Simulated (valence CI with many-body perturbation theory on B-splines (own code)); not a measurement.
# E1 line list for Eu58+

Level of theory: relativistic CI+MBPT: three valence electrons over a frozen Dirac-Fock core [He], a basis of 11 s, 11 p, 10 d, 8 f, 5 g, 2 h functions for each j, with the one-electron correlation potential Σ1 (screened to all orders), the two-electron term Σ2, the three-electron term Σ3, Breit, model QED; selected single and double excitations, second order for the rest, scaled by the run's own slope (own B-spline code, finite nucleus).

The last digits are not significant, and no measured levels were compared; by estimate large intervals hold to a few tenths of a per cent, small ones and those within an open d or f shell to about a per cent.

Lines 1 to 50 of 576 in falling wavelength, among levels below 780.75 Ry, chosen from the strongest by gf and those to the six lowest levels. Wavelengths and rates use the calculated energies. Electric multipoles are in the length gauge, E1 and E2 with the static RPA response of the core. Weak lines are less certain than strong ones. Lines between different terms over intervals too small for the method are left out, as are lines whose strength nearly cancels. The highest levels of a list are the least certain.

Levels are named by their leading jj configuration (3d3/2^4 stands for four electrons in 3d with j = 3/2), which in mixed levels can hold well under half, so a name can repeat and another be missing. Letters in brackets count levels of one name in rising energy.

```
λ vac (Å)                          Upper                          Lower   A (s⁻¹)  S (a.u.)
    667.9          (2p1/2^2 4f7/2) J=7/2          (2p1/2^2 4d5/2) J=5/2  2.11e+08  2.48e-01
    643.2         (2s 2p1/2 4f7/2) J=5/2         (2s 2p1/2 4d5/2) J=3/2  2.09e+08  1.65e-01
    628.7     (2s 2p1/2 4f7/2) J=7/2 [b]     (2s 2p1/2 4d5/2) J=5/2 [b]  2.30e+08  2.25e-01
    568.9         (2s 2p1/2 4f7/2) J=9/2         (2s 2p1/2 4d5/2) J=7/2  3.38e+08  3.07e-01
    537.3             (2s^2 4f7/2) J=7/2             (2s^2 4d5/2) J=5/2  4.00e+08  2.45e-01
    367.2     (2s 2p1/2 4f5/2) J=5/2 [b]     (2s 2p1/2 4d3/2) J=3/2 [b]  9.46e+08  1.39e-01
    354.2          (2p1/2^2 4f5/2) J=5/2          (2p1/2^2 4d3/2) J=3/2  1.32e+09  1.74e-01
    353.2         (2s 2p1/2 4f5/2) J=7/2     (2s 2p1/2 4d5/2) J=5/2 [a]  5.60e+08  9.75e-02
    341.4             (2s^2 4f5/2) J=5/2             (2s^2 4d3/2) J=3/2  1.45e+09  1.71e-01
    339.7     (2s 2p1/2 4f5/2) J=5/2 [a]     (2s 2p1/2 4d3/2) J=3/2 [a]  1.45e+09  1.69e-01
    314.4         (2s 2p1/2 4f5/2) J=7/2         (2s 2p1/2 4d3/2) J=5/2  1.05e+09  1.29e-01
    297.3         (2s 2p1/2 4d3/2) J=5/2     (2s 2p1/2 4p3/2) J=3/2 [a]  1.50e+09  1.17e-01
    286.5         (2s 2p1/2 4d5/2) J=7/2         (2s 2p1/2 4p3/2) J=5/2  4.16e+09  3.87e-01
    282.3          (2p1/2^2 4d5/2) J=5/2          (2p1/2^2 4p3/2) J=3/2  4.45e+09  2.97e-01
    273.5     (2s 2p1/2 4d5/2) J=5/2 [b]     (2s 2p1/2 4p3/2) J=3/2 [b]  4.13e+09  2.50e-01
    273.0             (2s^2 4d5/2) J=5/2             (2s^2 4p3/2) J=3/2  4.69e+09  2.82e-01
    269.3     (2s 2p1/2 4d5/2) J=5/2 [a]     (2s 2p1/2 4p3/2) J=3/2 [a]  2.98e+09  1.73e-01
    263.1         (2s 2p1/2 4d5/2) J=3/2         (2s 2p1/2 4p3/2) J=1/2  4.12e+09  1.48e-01
    160.7     (2s 2p3/2 3p1/2) J=3/2 [a]            (2s 2p3/2 3s) J=5/2  5.02e+09  4.11e-02
    155.9         (2s 2p3/2 3p1/2) J=5/2            (2s 2p3/2 3s) J=5/2  3.53e+09  3.96e-02
    127.5      (2p3/2^2 3d5/2) J=5/2 [a]      (2p3/2^2 3p3/2) J=3/2 [a]  6.87e+09  4.22e-02
    121.6     (2s 2p1/2 4d3/2) J=3/2 [b]     (2s 2p1/2 4p1/2) J=1/2 [b]  2.45e+10  8.68e-02
    120.9         (2s 2p3/2 3d5/2) J=9/2         (2s 2p3/2 3p3/2) J=7/2  1.25e+10  1.09e-01
    120.4         (2s 2p1/2 4d3/2) J=1/2     (2s 2p1/2 4p1/2) J=1/2 [b]  3.92e+10  6.75e-02
    120.1      (2p1/2 2p3/2 3d5/2) J=9/2      (2p1/2 2p3/2 3p3/2) J=7/2  1.46e+10  1.25e-01
    119.6     (2s 2p3/2 3d5/2) J=7/2 [a]     (2s 2p3/2 3p3/2) J=5/2 [a]  9.46e+09  6.39e-02
    119.3  (2p1/2 2p3/2 3d5/2) J=7/2 [b]  (2p1/2 2p3/2 3p3/2) J=5/2 [b]  1.21e+10  8.10e-02
    119.2  (2p1/2 2p3/2 3d5/2) J=7/2 [a]  (2p1/2 2p3/2 3p3/2) J=5/2 [a]  1.34e+10  8.94e-02
    119.2          (2p3/2^2 3d5/2) J=7/2          (2p3/2^2 3p3/2) J=5/2  1.08e+10  7.21e-02
    119.1         (2s 2p1/2 3d5/2) J=7/2         (2s 2p1/2 3p3/2) J=5/2  1.37e+10  9.11e-02
    118.9     (2s 2p3/2 3d5/2) J=5/2 [b]     (2s 2p3/2 3p3/2) J=3/2 [b]  9.28e+09  4.62e-02
    118.8     (2s 2p3/2 3d5/2) J=7/2 [b]     (2s 2p3/2 3p3/2) J=5/2 [b]  1.07e+10  7.10e-02
    118.4         (2s 2p1/2 4d3/2) J=5/2         (2s 2p1/2 4p1/2) J=3/2  2.95e+10  1.45e-01
    118.3          (2p3/2^2 3d5/2) J=9/2          (2p3/2^2 3p3/2) J=7/2  1.40e+10  1.15e-01
    117.3          (2p1/2^2 4d3/2) J=3/2          (2p1/2^2 4p1/2) J=1/2  5.13e+10  1.63e-01
    117.2          (2p1/2^2 3d5/2) J=5/2          (2p1/2^2 3p3/2) J=3/2  1.55e+10  7.39e-02
    116.6      (2p3/2^2 3d5/2) J=5/2 [b]      (2p3/2^2 3p3/2) J=3/2 [b]  1.40e+10  6.56e-02
    116.6             (2s^2 4d3/2) J=3/2             (2s^2 4p1/2) J=1/2  4.93e+10  1.54e-01
    116.5     (2s 2p1/2 4d3/2) J=3/2 [a]     (2s 2p1/2 4p1/2) J=1/2 [a]  5.02e+10  1.57e-01
    116.1             (2s^2 3d5/2) J=5/2             (2s^2 3p3/2) J=3/2  1.19e+10  5.51e-02
    115.5     (2s 2p1/2 3d5/2) J=5/2 [a]     (2s 2p1/2 3p3/2) J=3/2 [a]  1.39e+10  6.33e-02
    114.6  (2p1/2 2p3/2 3d5/2) J=5/2 [b]  (2p1/2 2p3/2 3p3/2) J=3/2 [b]  9.53e+09  4.24e-02
    113.7     (2s 2p1/2 4d5/2) J=5/2 [a]         (2s 2p1/2 4p1/2) J=3/2  2.12e+10  9.23e-02
    113.3         (2s 2p1/2 4p3/2) J=1/2        (2s 2p1/2 4s) J=1/2 [b]  5.60e+10  8.03e-02
    112.6     (2s 2p3/2 3d5/2) J=5/2 [a]     (2s 2p3/2 3p3/2) J=3/2 [a]  7.35e+09  3.11e-02
    112.1     (2s 2p1/2 4p3/2) J=3/2 [b]        (2s 2p1/2 4s) J=1/2 [b]  3.90e+10  1.08e-01
    111.6     (2s 2p1/2 4d3/2) J=3/2 [b]         (2s 2p1/2 4p1/2) J=3/2  2.55e+10  6.98e-02
    111.3  (2p1/2 2p3/2 3d5/2) J=5/2 [a]  (2p1/2 2p3/2 3p3/2) J=3/2 [a]  1.20e+10  4.92e-02
    110.3     (2s 2p1/2 3d5/2) J=5/2 [b]     (2s 2p1/2 3p3/2) J=3/2 [b]  1.43e+10  5.68e-02
    109.7          (2p1/2^2 4p3/2) J=3/2             (2p1/2^2 4s) J=1/2  7.59e+10  1.98e-01
```
